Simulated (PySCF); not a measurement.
Breaking a bond: SMILES B (H3B). The B1–H4 bond (B1 also carries H, H; H4 carries nothing else) is varied alone, starting from the PBE0/def2-TZVP optimised geometry.

Levels: RKS-LDA (SVWN5)/6-31G* = restricted LDA (SVWN5)/6-31G*, spherical d run with PySCF; UKS-LDA (SVWN5)/6-31G* = unrestricted LDA (SVWN5)/6-31G*, spherical d run with PySCF 2.14.0; UKS-BP86/6-31G* = unrestricted BP86/6-31G*, spherical d (PySCF); UCCSD(T) = CCSD(T) on UHF/cc-pVDZ, 1 core orbital frozen run with PySCF.

Energies relative to the lowest point of each curve near equilibrium, in eV; the last columns give the difference from UCCSD(T):

```csv
R / Å,RKS-LDA (SVWN5)/6-31G*,UKS-LDA (SVWN5)/6-31G*,UKS-BP86/6-31G*,UCCSD(T),RKS-LDA (SVWN5)/6-31G* − UCCSD(T),UKS-LDA (SVWN5)/6-31G* − UCCSD(T),UKS-BP86/6-31G* − UCCSD(T)
0.90,1.919,1.919,1.891,1.996,-0.077,-0.077,-0.105
0.97,0.992,0.992,0.973,1.038,-0.046,-0.046,-0.065
1.00,0.713,0.713,0.698,0.749,-0.035,-0.035,-0.051
1.07,0.272,0.272,0.263,0.288,-0.017,-0.017,-0.025
1.12,0.098,0.098,0.093,0.105,-0.008,-0.008,-0.012
1.16,0.024,0.024,0.022,0.027,-0.003,-0.003,-0.004
1.19,0.000,0.000,0.000,0.000,0.000,0.000,0.000
1.23,0.003,0.003,0.005,0.001,0.002,0.002,0.004
1.26,0.027,0.027,0.030,0.025,0.002,0.002,0.006
1.30,0.084,0.084,0.089,0.082,0.002,0.002,0.006
1.40,0.317,0.317,0.324,0.322,-0.005,-0.005,0.002
1.48,0.566,0.566,0.573,0.579,-0.013,-0.013,-0.006
1.60,0.996,0.996,1.001,1.022,-0.026,-0.026,-0.021
1.77,1.645,1.645,1.644,1.682,-0.037,-0.037,-0.038
1.95,2.319,2.319,2.308,2.349,-0.030,-0.030,-0.042
2.14,2.976,2.976,2.951,2.972,0.004,0.004,-0.021
2.37,3.675,3.675,3.632,3.575,0.099,0.099,0.057
2.60,4.263,4.254,4.140,4.021,0.242,0.233,0.118
2.92,4.915,4.721,4.511,4.402,0.513,0.319,0.109
3.21,5.365,4.936,4.676,4.544,0.820,0.392,0.132
3.60,5.807,5.079,4.782,4.600,1.207,0.479,0.182
4.16,6.200,5.152,4.832,4.616,1.585,0.537,0.217
```

RKS-LDA (SVWN5)/6-31G* is furthest from UCCSD(T) at 4.16 (1.585 eV, above); its mean absolute difference over the points is 0.217 eV.

UKS-LDA (SVWN5)/6-31G* is furthest from UCCSD(T) at 4.16 (0.537 eV, above); its mean absolute difference over the points is 0.107 eV.

UKS-BP86/6-31G* is furthest from UCCSD(T) at 4.16 (0.217 eV, above); its mean absolute difference over the points is 0.055 eV.

The restricted form behind RKS-LDA (SVWN5)/6-31G* keeps the bonding electrons paired and can't separate into open-shell fragments. The unrestricted determinant behind UKS-LDA (SVWN5)/6-31G*, UKS-BP86/6-31G* is spin-contaminated at 2.60 to 4.16 Å (<S²> up to 1.0, against 0.00 for a pure singlet). The unrestricted determinant behind UCCSD(T) is spin-contaminated at 1.95 to 4.16 Å (<S²> up to 1.0, against 0.00 for a pure singlet).
